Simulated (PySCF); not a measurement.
PySCF was given this input:
```python
from pyscf import gto, scf, dft

mol = gto.M(
    atom='''
C    -1.308122   -1.521278   -0.544063
Si    0.012622   -0.324738   -0.060826
C     1.738812   -1.123203    0.110874
Cl   -0.468466    0.514638    1.728901
Cl    0.137771    1.137375   -1.469969
H    -1.541628   -1.737760   -1.571061
H    -1.873639   -2.078807    0.180827
H     1.734822   -2.366867    1.323369
H     2.482513   -0.383269    0.395863
H     2.057387   -1.570687   -0.825464
''',
    basis='6-31g*',
    charge=0,
    spin=1,
    verbose=4,
)

mf = dft.UKS(mol)
mf.xc = 'b3lyp'
mf = mf.density_fit(auxbasis='def2-universal-jkfit')
mf.kernel()
```

### Question
What nuclear repulsion energy does PySCF with DF-B3LYP/6-31G* give?

### Answer
349.3600 Eh

### Question
What HOMO energy does DF-B3LYP/6-31G* give?

### Answer
-7.01 eV

### Question
What number of basis functions does DF-B3LYP/6-31G* give?

### Answer
92

### Question
Give the <S^2> at the level DF-B3LYP/6-31G*.

### Answer
0.753

These values belong to the state on which the SCF converged, which isn't shown to be the lowest.
